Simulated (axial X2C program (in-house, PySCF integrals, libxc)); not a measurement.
**Nuclear properties of RuC**

Computed with an axial X2C code built on PySCF integrals: two-component X2C with atomic mean-field Coulomb and Gaunt terms, Gaussian nuclei, basis Ru dyall-cv3z, C dyall-v3z with contracted cores.

R = 1.609 Å (near the PBE0 minimum at charge 0 of the determinant lowest at the starting distance; the state shown can have its own minimum elsewhere).

Input and command:
```json
{"zs": [44, 6], "q": 0, "bas": ["dyall-cv3z", "dyall-v3z"], "r0": 1.81, "levels": ["PBE0", "HF", "TPSSh", "B3LYP", "BHandHLYP"], "nst": 3}
```
```bash
python soeom.py task.json out
```

Keys: zs atomic numbers; q charge; bas basis sets; r0 starting distance in Å; levels methods; nst determinants followed.

Determinant lowest in the PBE0 search, Ω = 3 (⟨Sz⟩ = 1.00, ⟨Lz⟩ = 2.00 at PBE0), spin on the atoms Ru 1.05, C -0.05:

| level | Eeff magnitude (GV/cm) | Ws magnitude Ru (kHz) | A∥/gI Ru (MHz) | qzz Ru (a.u.) | A∥/gI C (MHz) | qzz C (a.u.) | μ (D) |
| --- | --- | --- | --- | --- | --- | --- | --- |
| PBE0 | 1.52 | 0.266 | 1250 | 1.06 | 11.2 | -0.48 | -2.08 |
| HF | 5.13 | 0.943 | 896 | 1.66 | -1.4 | -0.25 | -1.17 |
| TPSSh | 1.55 | 0.276 | 1260 | 0.88 | 11.5 | -0.46 | -2.11 |
| B3LYP | 1.65 | 0.281 | 1260 | 0.95 | 12.5 | -0.48 | -2.05 |
| BHandHLYP | 1.4 | 0.244 | 1230 | 1.42 | 9.69 | -0.51 | -2.17 |

Determinant 0.04 eV from it at PBE0 and this distance, Ω = 0 (closed shell), highest spinor 99% Ru d:

| level | qzz Ru (a.u.) | qzz C (a.u.) | μ (D) |
| --- | --- | --- | --- |
| PBE0 | 4.58 | -0.27 | -4.05 |
| HF | 6.19 | -0.23 | -4.64 |
| TPSSh | 4.41 | -0.25 | -4.06 |
| B3LYP | 4.43 | -0.28 | -3.96 |
| BHandHLYP | 5.06 | -0.28 | -4.19 |

Eeff is the effective electric field on the electron electric dipole moment in this Ω state and Ws the scalar–pseudoscalar constant of the nucleus named (defined with the proton number Z and per Ω); A∥ (defined per Ω) follows by multiplying with gI = μI/(I μN); qzz is the electric field gradient, eQq0 = 234.96 MHz × Q/barn × qzz; μ is positive if the C end (last atom) is positive. The operators were transformed with the bare-nucleus X2C matrices; with these basis sets, hyperfine constants and field gradients can be off by tens of per cent, and where levels differ in sign neither size nor sign is settled.

**Question.** With gI(101Ru) = -0.2880, Q(101Ru) = 0.457 barn (g factors from the IAEA table of nuclear moments by Stone; Q from Pyykkö, Mol. Phys. 2018), turn the PBE0 values of the first state into constants in MHz.

**Answer.** A∥(101Ru) = 1250 × -0.2880 = -360 MHz; eQq0(101Ru) = 234.96 × (0.457) × (1.06) = 114 MHz.

Each state is one determinant with collinear spin, which with several unpaired electrons need not be a pure state. Unrestricted Hartree–Fock can overshoot spin polarisation at the nuclei. With several open shells hyperfine constants can be off by a factor of several. Where Eeff spreads by more than a factor of two the levels disagree and none is to be relied on. Open-shell Ω = 0 determinants with evenly filled partner blocks cannot be reached by this program, so the Ω shown need not be the lowest component. At TPSSh a later determinant lies lower. States lie within half an eV, so the first need not be the ground state. Further determinants of the search, some of them spin-mixed, are not shown. Where a field gradient or hyperfine factor spreads by more than a factor of two over the levels, a constant derived from it is not to be relied on. PBE0 term energies can be off by some tenths of an eV.
